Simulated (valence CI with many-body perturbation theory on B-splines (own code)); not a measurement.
## Forbidden lines of Br13+

Method: relativistic CI+MBPT: four valence electrons over a frozen Dirac-Fock core [Ar], radial functions for each j: 9 s, 9 p, 10 d, 8 f, 5 g, 3 h, 1 i, with the one-electron correlation potential Σ1 (screened to all orders), the two-electron term Σ2, the three-electron term Σ3, Breit, model QED; selected single and double excitations, second order for the rest (own B-spline code, finite nucleus).

No measured spectrum was set against this ion. As an estimate, terms of the open shell hold to 2 to 4 % of their energy, and close levels can change places. Core correlation moves these levels by up to 7200 cm⁻¹, and in measured spectra 5 to 20 % of such shifts remained as error; rates that hang on mixing are uncertain with them. Only levels of the ground parity were solved; by the run's estimate the other parity begins above the list, which can be wrong where configurations are misplaced.

Lines 1 to 50 of 120 in falling wavelength, among levels below 273710 cm⁻¹, chosen from the decays that carry over 1 % of a level's rate. Wavelengths and rates use the calculated energies, so an error of 2000 cm⁻¹ moves a line at 1335 nm by 27 % and its rate by three times that or more. S is in atomic units (e²a₀⁴ for E2 and M2, e²a₀⁶ for E3), for M1 in squared Bohr magnetons. Weak lines are less certain than strong ones. Lines between different terms over intervals too small for the method are left out, as are lines whose strength nearly cancels. Intervals below about 2000 cm⁻¹, as at the head of this list, are uncertain by tens of per cent.

Names give the largest LS component (configuration and term), which can be under half, so a name can repeat, a term be missing and a line seem to break the LS rules; names also repeat where a configuration has a term twice. Letters in brackets count levels of one name in rising energy.

| λ vac (nm) | Upper | Lower | Type | A (s⁻¹) | S (a.u.) |
| --- | --- | --- | --- | --- | --- |
| 5295 | 3d⁴ ⁵D_1 | 3d⁴ ⁵D_0 | M1 | 3.52e-01 | 5.81e+00 |
| 3445 | 3d⁴ ⁵D_2 | 3d⁴ ⁵D_1 | M1 | 1.36e+00 | 1.03e+01 |
| 3421 | 3d⁴ ³H_6 | 3d⁴ ³H_5 | M1 | 4.75e-01 | 9.16e+00 |
| 2944 | 3d⁴ ⁵D_3 | 3d⁴ ⁵D_2 | M1 | 1.79e+00 | 1.18e+01 |
| 2915 | 3d⁴ ³G_5 | 3d⁴ ³G_4 | M1 | 5.67e-01 | 5.72e+00 |
| 2753 | 3d⁴ ⁵D_4 | 3d⁴ ⁵D_3 | M1 | 1.28e+00 | 8.91e+00 |
| 2249 | 3d⁴ ³H_5 | 3d⁴ ³H_4 | M1 | 1.94e+00 | 8.99e+00 |
| 1335 | 3d⁴ ³F_3 [a] | 3d⁴ ³H_4 | M1 | 2.36e+00 | 1.45e+00 |
| 1295 | 3d⁴ ³G_4 | 3d⁴ ³F_4 [a] | M1 | 1.25e+00 | 9.06e-01 |
| 1115 | 3d⁴ ³P_1 [a] | 3d⁴ ³P_0 [a] | M1 | 1.24e+01 | 1.91e+00 |
| 1073 | 3d⁴ ³G_3 | 3d⁴ ³F_2 [a] | M1 | 8.31e+00 | 2.66e+00 |
| 952.7 | 3d⁴ ³G_3 | 3d⁴ ³F_3 [a] | M1 | 1.01e+01 | 2.27e+00 |
| 941.1 | 3d⁴ ³F_4 [a] | 3d⁴ ³H_4 | M1 | 1.32e+01 | 3.68e+00 |
| 921.1 | 3d⁴ ³G_4 | 3d⁴ ³F_3 [a] | M1 | 2.48e+00 | 6.46e-01 |
| 917.2 | 3d⁴ ³P_2 [a] | 3d⁴ ³P_1 [a] | M1 | 1.78e+01 | 2.55e+00 |
| 896.6 | 3d⁴ ³G_5 | 3d⁴ ³F_4 [a] | M1 | 8.28e+00 | 2.43e+00 |
| 719.3 | 3d⁴ ³G_4 | 3d⁴ ³H_5 | M1 | 2.68e+00 | 3.33e-01 |
| 694.0 | 3d⁴ ³G_5 | 3d⁴ ³H_6 | M1 | 8.40e+00 | 1.14e+00 |
| 656.3 | 3d⁴ ³D_3 | 3d⁴ ³P_2 [a] | M1 | 4.96e+00 | 3.64e-01 |
| 644.8 | 3d⁴ ¹G_4 [a] | 3d⁴ ³G_5 | M1 | 9.47e+00 | 8.47e-01 |
| 600.3 | 3d⁴ ³D_2 | 3d⁴ ³P_2 [a] | M1 | 4.78e+00 | 1.92e-01 |
| 576.9 | 3d⁴ ³G_5 | 3d⁴ ³H_5 | M1 | 1.16e+01 | 9.07e-01 |
| 555.9 | 3d⁴ ³G_3 | 3d⁴ ³H_4 | M1 | 1.76e+00 | 7.84e-02 |
| 532.5 | 3d⁴ ³D_1 | 3d⁴ ³P_2 [a] | M1 | 9.01e+00 | 1.51e-01 |
| 528.0 | 3d⁴ ¹G_4 [a] | 3d⁴ ³G_4 | M1 | 6.28e+00 | 3.09e-01 |
| 518.2 | 3d⁴ ¹G_4 [a] | 3d⁴ ³G_3 | M1 | 2.72e+01 | 1.26e+00 |
| 502.5 | 3d⁴ ¹D_2 [a] | 3d⁴ ³D_1 | M1 | 1.43e+01 | 3.35e-01 |
| 484.4 | 3d⁴ ³F_4 [b] | 3d⁴ ¹F_3 | M1 | 9.94e+00 | 3.77e-01 |
| 454.1 | 3d⁴ ¹D_2 [a] | 3d⁴ ³D_2 | M1 | 5.64e+00 | 9.78e-02 |
| 450.5 | 3d⁴ ³F_2 [b] | 3d⁴ ¹F_3 | M1 | 2.31e+01 | 3.91e-01 |
| 434.2 | 3d⁴ ³D_3 | 3d⁴ ³F_3 [a] | M1 | 2.47e+00 | 5.26e-02 |
| 429.7 | 3d⁴ ³D_2 | 3d⁴ ³F_2 [a] | M1 | 8.06e+00 | 1.19e-01 |
| 426.6 | 3d⁴ ¹D_2 [a] | 3d⁴ ³D_3 | M1 | 2.42e+01 | 3.49e-01 |
| 409.0 | 3d⁴ ³D_2 | 3d⁴ ³F_3 [a] | M1 | 1.89e+00 | 2.39e-02 |
| 396.4 | 3d⁴ ¹I_6 | 3d⁴ ³H_6 | M1 | 2.51e+01 | 7.54e-01 |
| 393.8 | 3d⁴ ³D_1 | 3d⁴ ³F_2 [a] | M1 | 6.13e+00 | 4.17e-02 |
| 375.1 | 3d⁴ ¹G_4 [a] | 3d⁴ ³F_4 [a] | M1 | 7.86e+01 | 1.38e+00 |
| 362.8 | 3d⁴ ³D_2 | 3d⁴ ³P_1 [a] | M1 | 2.70e+00 | 2.39e-02 |
| 355.2 | 3d⁴ ¹I_6 | 3d⁴ ³H_5 | M1 | 2.33e+01 | 5.04e-01 |
| 354.0 | 3d⁴ ³P_2 [b] | 3d⁴ ¹D_2 [a] | M1 | 1.86e+01 | 1.53e-01 |
| 336.9 | 3d⁴ ³D_1 | 3d⁴ ³P_1 [a] | M1 | 2.85e+01 | 1.21e-01 |
| 335.6 | 3d⁴ ¹G_4 [a] | 3d⁴ ³F_3 [a] | M1 | 4.32e+00 | 5.45e-02 |
| 307.0 | 3d⁴ ¹F_3 | 3d⁴ ³D_2 | M1 | 1.19e+01 | 8.92e-02 |
| 305.3 | 3d⁴ ³F_2 [b] | 3d⁴ ¹D_2 [a] | M1 | 1.18e+01 | 6.24e-02 |
| 304.5 | 3d⁴ ¹G_4 [a] | 3d⁴ ³H_5 | M1 | 2.63e+01 | 2.47e-01 |
| 294.2 | 3d⁴ ¹F_3 | 3d⁴ ³D_3 | M1 | 3.65e+01 | 2.41e-01 |
| 278.0 | 3d⁴ ¹D_2 [a] | 3d⁴ ³G_3 | M1 | 1.20e+01 | 4.76e-02 |
| 268.2 | 3d⁴ ¹G_4 [a] | 3d⁴ ³H_4 | M1 | 1.04e+01 | 6.72e-02 |
| 258.8 | 3d⁴ ³D_1 | 3d⁴ ³P_0 [a] | M1 | 2.33e+01 | 4.49e-02 |
| 258.5 | 3d⁴ ¹D_2 [a] | 3d⁴ ³P_2 [a] | M1 | 3.27e+01 | 1.05e-01 |
